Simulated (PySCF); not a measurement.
CH₃Cl₂OTa, SMILES [CH3][Ta](=[O])([Cl])[Cl], multiplicity 1. Geometry optimised at PBE-D3(BJ)/def2-SVP. The multiplicity is an assumed one; no other spin state was optimised. The structure was generated by enumeration; whether it is a known compound was not checked. The def2 effective core potentials stand for the cores of Ta; spin–orbit coupling is left out.

Q: Give the equilibrium geometry at PBE-D3(BJ)/def2-SVP (PySCF confirms it by a frequency run) as bond lengths and angles, and its point group. (Estimate from the structure and the level; the computed values follow.)

A: point group Cs.
Atoms: Ta1 O2 Cl3 Cl4 C5 H6 H7 H8. Bond lengths (Å): Ta1–O2 1.727, Ta1–Cl3 2.317, Ta1–Cl4 2.317, Ta1–C5 2.137, C5–H6 1.112, C5–H7 1.112, C5–H8 1.112. Bond angles (°): O2–Ta1–Cl3 109.6, O2–Ta1–Cl4 109.6, O2–Ta1–C5 101.5, Cl3–Ta1–Cl4 119.5, Cl3–Ta1–C5 107.5, Cl4–Ta1–C5 107.5, Ta1–C5–H6 110.1, Ta1–C5–H7 110.7, Ta1–C5–H8 110.1, H6–C5–H7 109.2, H6–C5–H8 107.4, H7–C5–H8 109.2.
